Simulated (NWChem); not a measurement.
System: CdSi2H6; SMILES [SiH3][Cd][SiH3]

The following NWChem deck was run.

```
start job
memory heap 200 mb stack 900 mb global 1100 mb
geometry units angstroms
  Cd     0.335403     0.121028     0.104179
  Si    -0.842086     1.739369    -1.576054
  H     -2.149115     2.175920    -1.005167
  H     -1.241831     0.958746    -2.783671
  H     -0.294361     2.983797    -2.147405
  Si    -0.305977    -2.153579     1.219401
  H     -0.680310    -3.118737     0.144295
  H     -1.575926    -1.986285     1.983637
  H      0.525191    -2.967367     2.126017
end
basis spherical
  * library def2-svp
end
ecp
  Cd library def2-ecp
end
dft
  xc pbe0
  iterations 150
end
driver
  maxiter 120
end
task dft optimize
dft
  grid fine
  convergence energy 1d-8 density 1d-7
end
task dft freq numerical
```

Output (shortened):

```
             Northwest Computational Chemistry Package (NWChem) 7.3.0
             --------------------------------------------------------

 CS  symmetry detected

                             Geometry "geometry" -> ""
                             -------------------------

 Output coordinates in angstroms (scale by  1.889725989 to convert to a.u.)

  No.       Tag          Charge          X              Y              Z
 ---- ---------------- ---------- -------------- -------------- --------------
    1 Cd                  48.0000     0.44427552    -0.00005719     0.00000000
    2 Si                  14.0000    -0.56297406     0.00006241     2.41127693
    3 H                    1.0000    -1.44060457     1.19453475     2.57805379
    4 H                    1.0000    -1.51704573    -1.14194912     2.52557708
    5 H                    1.0000     0.17667469    -0.05208694     3.68612785
    6 Si                  14.0000    -0.56297406     0.00006241    -2.41127693
    7 H                    1.0000    -1.51704573    -1.14194912    -2.52557708
    8 H                    1.0000    -1.44060457     1.19453475    -2.57805379
    9 H                    1.0000     0.17667469    -0.05208694    -3.68612785

 Effective nuclear repulsion energy (a.u.)     377.4684404477

      Symmetry information
      --------------------

 Group name             Cs
 Group number              2
 Group order               2
 No. of unique centers     5

                                Z-matrix (autoz)
                                --------

 Units are Angstrom for bonds and degrees for angles

[...]

      ----------------------
      Optimization converged
      ----------------------

  Step       Energy      Delta E   Gmax     Grms     Xrms     Xmax
  ---- ---------------- -------- -------- -------- -------- --------
@    9    -749.86460309 -3.5D-08  0.00001  0.00000  0.00012  0.00029
                                     ok       ok       ok       ok

                                Z-matrix (autoz)
                                --------

 Units are Angstrom for bonds and degrees for angles

[...]

 Rotational Constants
 --------------------
 A=   1.441332 cm-1  (  2.073709 K)
 B=   0.039777 cm-1  (  0.057229 K)
 C=   0.039777 cm-1  (  0.057229 K)

 Temperature                      =   298.15K
 frequency scaling parameter      =   1.0000

 Zero-Point correction to Energy  =   30.103 kcal/mol  (  0.047972 au)
 Thermal correction to Energy     =   34.346 kcal/mol  (  0.054733 au)
 Thermal correction to Enthalpy   =   34.938 kcal/mol  (  0.055677 au)

 Total Entropy                    =   82.943 cal/mol-K
   - Translational                =   41.383 cal/mol-K (mol. weight = 175.9044)
   - Rotational                   =   26.050 cal/mol-K (symmetry #  =        1)
   - Vibrational                  =   15.510 cal/mol-K

 Cv (constant volume heat capacity) =   21.961 cal/mol-K
   - Translational                  =    2.979 cal/mol-K
   - Rotational                     =    2.979 cal/mol-K
   - Vibrational                    =   16.002 cal/mol-K

[normal modes left out]

 ----------------------------------------------------------------------------
 Normal Eigenvalue ||           Projected Infra Red Intensities
  Mode   [cm**-1]  || [atomic units] [(debye/angs)**2] [(KM/mol)] [arbitrary]
 ------ ---------- || -------------- ----------------- ---------- -----------
    1      -18.963 ||    0.000000           0.000         0.000       0.000
    2       -0.000 ||    0.000000           0.000         0.000       0.000
    3        0.000 ||    0.000000           0.000         0.000       0.000
    4        0.000 ||    0.000000           0.000         0.000       0.000
    5        0.000 ||    0.000000           0.000         0.000       0.000
    6        0.000 ||    0.000000           0.000         0.000       0.000
    7        0.000 ||    0.000000           0.000         0.000       0.000
    8       73.731 ||    0.004404           0.102         4.293       0.764
    9       73.793 ||    0.004403           0.102         4.293       0.764
   10      257.709 ||    0.000000           0.000         0.000       0.000
   11      313.523 ||    0.025886           0.597        25.235       4.491
   12      397.501 ||    0.000000           0.000         0.000       0.000
   13      397.677 ||    0.000000           0.000         0.000       0.000
   14      444.265 ||    0.006631           0.153         6.464       1.151
   15      444.480 ||    0.006633           0.153         6.467       1.151
   16      831.632 ||    0.745553          17.200       726.802     129.361
   17      866.033 ||    0.000000           0.000         0.000       0.000
   18      937.079 ||    0.000001           0.000         0.001       0.000
   19      937.172 ||    0.000000           0.000         0.000       0.000
   20      938.617 ||    0.074635           1.722        72.757      12.950
   21      938.703 ||    0.074574           1.720        72.698      12.939
   22     2193.514 ||    0.223229           5.150       217.614      38.733
   23     2198.450 ||    0.000032           0.001         0.031       0.006
   24     2205.616 ||    0.000007           0.000         0.007       0.001
   25     2205.773 ||    0.000008           0.000         0.007       0.001
   26     2205.967 ||    0.195083           4.501       190.177      33.849
   27     2206.133 ||    0.195020           4.499       190.115      33.838
 ----------------------------------------------------------------------------

 ===============================================================================
      Negative Nuclear Hessian Mode    1  Eigenvalue =    -18.96 cm**(-1)
 -------------------------------------------------------------------------------
   Raw step length:  0.527 angstroms ;  The Raw step for this mode is:
    1 Cd                  48.0000    -0.00000000    -0.00000000    -0.00000025
    2 Si                  14.0000     0.00000108     0.00000334     0.00000399
    3 H                    1.0000    -0.19041446    -0.10030371    -0.00000307
    4 H                    1.0000     0.18197707    -0.11485921    -0.00005606
    5 H                    1.0000     0.00839571     0.21501137    -0.00003733
    6 Si                  14.0000    -0.00000108    -0.00000334     0.00000399
    7 H                    1.0000    -0.18197707     0.11485921    -0.00005606
    8 H                    1.0000     0.19041446     0.10030371    -0.00000307
    9 H                    1.0000    -0.00839571    -0.21501137    -0.00003733

  Geometry after  100.0% step for mode  1; Step length =  0.527 angstroms
   Maximum component (any atom: x,y, or z) displacement:  0.406
    1 Cd                  48.0000    -0.69283688     0.00007265    -0.00000025
    2 Si                  14.0000    -0.69353937     0.00007761     2.53626617
    3 H                    1.0000    -1.53220293     1.13048060     3.09728387
    4 H                    1.0000    -1.25383217    -1.29108381     3.09740818
    5 H                    1.0000     0.70414042     0.16087356     3.09873140
    6 Si                  14.0000    -0.69354154     0.00007093    -2.53625819
    7 H                    1.0000    -1.61778632    -1.06136538    -3.09752030
    8 H                    1.0000    -1.15137402     1.33108802    -3.09729001
    9 H                    1.0000     0.68734901    -0.26914918    -3.09880606

  Geometry after -100.0% step for mode  1; Step length =  0.527 angstroms
   Maximum component (any atom: x,y, or z) displacement:  0.406
    1 Cd                  48.0000    -0.69283688     0.00007265     0.00000025
    2 Si                  14.0000    -0.69354154     0.00007093     2.53625819
    3 H                    1.0000    -1.15137402     1.33108802     3.09729001
    4 H                    1.0000    -1.61778632    -1.06136538     3.09752030
    5 H                    1.0000     0.68734901    -0.26914918     3.09880606
    6 Si                  14.0000    -0.69353937     0.00007761    -2.53626617
    7 H                    1.0000    -1.25383217    -1.29108381    -3.09740818
    8 H                    1.0000    -1.53220293     1.13048060    -3.09728387
    9 H                    1.0000     0.70414042     0.16087356    -3.09873140

  Geometry after   50.0% step for mode  1; Step length =  0.264 angstroms
   Maximum component (any atom: x,y, or z) displacement:  0.203
    1 Cd                  48.0000    -0.69283688     0.00007265    -0.00000013
    2 Si                  14.0000    -0.69353991     0.00007594     2.53626417
    3 H                    1.0000    -1.43699570     1.18063246     3.09728541
    4 H                    1.0000    -1.34482071    -1.23365420     3.09743621
    5 H                    1.0000     0.69994257     0.05336788     3.09875007
    6 Si                  14.0000    -0.69354100     0.00007260    -2.53626019
    7 H                    1.0000    -1.52679778    -1.11879499    -3.09749227
    8 H                    1.0000    -1.24658125     1.28093616    -3.09728847
    9 H                    1.0000     0.69154686    -0.16164349    -3.09878739

  Geometry after  -50.0% step for mode  1; Step length =  0.264 angstroms
   Maximum component (any atom: x,y, or z) displacement:  0.203
    1 Cd                  48.0000    -0.69283688     0.00007265     0.00000013
    2 Si                  14.0000    -0.69354100     0.00007260     2.53626019
    3 H                    1.0000    -1.24658125     1.28093616     3.09728847
    4 H                    1.0000    -1.52679778    -1.11879499     3.09749227
    5 H                    1.0000     0.69154686    -0.16164349     3.09878739
    6 Si                  14.0000    -0.69353991     0.00007594    -2.53626417
    7 H                    1.0000    -1.34482071    -1.23365420    -3.09743621
    8 H                    1.0000    -1.43699570     1.18063246    -3.09728541
    9 H                    1.0000     0.69994257     0.05336788    -3.09875007

  Geometry after   49.2% step for mode  1; Step length =  0.259 angstroms
   Maximum component (any atom: x,y, or z) displacement:  0.200
    1 Cd                  48.0000    -0.69283688     0.00007265    -0.00000012
    2 Si                  14.0000    -0.69353992     0.00007592     2.53626414
    3 H                    1.0000    -1.43551654     1.18141163     3.09728543
    4 H                    1.0000    -1.34623433    -1.23276196     3.09743665
    5 H                    1.0000     0.69987735     0.05169764     3.09875036
    6 Si                  14.0000    -0.69354099     0.00007262    -2.53626022
    7 H                    1.0000    -1.52538416    -1.11968723    -3.09749184
    8 H                    1.0000    -1.24806041     1.28015699    -3.09728845
    9 H                    1.0000     0.69161208    -0.15997326    -3.09878710

  Geometry after  -49.2% step for mode  1; Step length =  0.259 angstroms
   Maximum component (any atom: x,y, or z) displacement:  0.200
    1 Cd                  48.0000    -0.69283688     0.00007265     0.00000012
    2 Si                  14.0000    -0.69354099     0.00007262     2.53626022
    3 H                    1.0000    -1.24806041     1.28015699     3.09728845
    4 H                    1.0000    -1.52538416    -1.11968723     3.09749184
    5 H                    1.0000     0.69161208    -0.15997326     3.09878710
    6 Si                  14.0000    -0.69353992     0.00007592    -2.53626414
    7 H                    1.0000    -1.34623433    -1.23276196    -3.09743665
    8 H                    1.0000    -1.43551654     1.18141163    -3.09728543
    9 H                    1.0000     0.69987735     0.05169764    -3.09875036

  Geometry after   24.6% step for mode  1; Step length =  0.130 angstroms
   Maximum component (any atom: x,y, or z) displacement:  0.100
    1 Cd                  48.0000    -0.69283688     0.00007265    -0.00000006
    2 Si                  14.0000    -0.69354019     0.00007509     2.53626316
    3 H                    1.0000    -1.38865251     1.20609797     3.09728619
    4 H                    1.0000    -1.39102179    -1.20449328     3.09745045
    5 H                    1.0000     0.69781103    -0.00122008     3.09875954
    6 Si                  14.0000    -0.69354072     0.00007345    -2.53626120
    7 H                    1.0000    -1.48059670    -1.14795591    -3.09747804
    8 H                    1.0000    -1.29492444     1.25547065    -3.09728769
    9 H                    1.0000     0.69367840    -0.10705553    -3.09877792

  Geometry after  -24.6% step for mode  1; Step length =  0.130 angstroms
   Maximum component (any atom: x,y, or z) displacement:  0.100
    1 Cd                  48.0000    -0.69283688     0.00007265     0.00000006
    2 Si                  14.0000    -0.69354072     0.00007345     2.53626120
    3 H                    1.0000    -1.29492444     1.25547065     3.09728769
    4 H                    1.0000    -1.48059670    -1.14795591     3.09747804
    5 H                    1.0000     0.69367840    -0.10705553     3.09877792
    6 Si                  14.0000    -0.69354019     0.00007509    -2.53626316
    7 H                    1.0000    -1.39102179    -1.20449328    -3.09745045
    8 H                    1.0000    -1.38865251     1.20609797    -3.09728619
    9 H                    1.0000     0.69781103    -0.00122008    -3.09875954
```

Level: PBE0/def2-SVP with def2 effective core potentials on Cd. def2 effective core potentials on Cd; no spin-orbit coupling. The printed entropy takes a lower symmetry number than the molecule has.
